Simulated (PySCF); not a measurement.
Constitutional and geometric isomers with formula C4H2S2. Gas-phase values, no solvent. One relaxed conformer stands for each flexible species; it need not be the lowest. Strings in code marks are SMILES.

The four lowest singlet excitations (Tamm–Dancoff). These are TPSSh-D3(BJ)/def2-TZVP // B3LYP-D3(BJ)/def2-TZVP (PySCF) values and carry that method's errors. Excitations are Tamm–Dancoff values on a coarser integration grid. The basis has no diffuse functions, so Rydberg states are missing or too high.

| state | energy (eV) | wavelength (nm) | oscillator strength |
|---|---|---|---|
| S1 | 2.25 | 551 | 0.001 |
| S2 | 3.45 | 360 | 0.017 |
| S3 | 4.29 | 289 | 0.034 |
| S4 | 4.61 | 269 | 0.001 |

Q: Identify which member gives these states.
(A) `C1=Cc2ssc21`
(B) `C#CC(S)=C=S` (C–C–S–H torsion 101°)
(C) `S=c1c2c1SC2`

A: B, `C#CC(S)=C=S` (C–C–S–H torsion 101°)
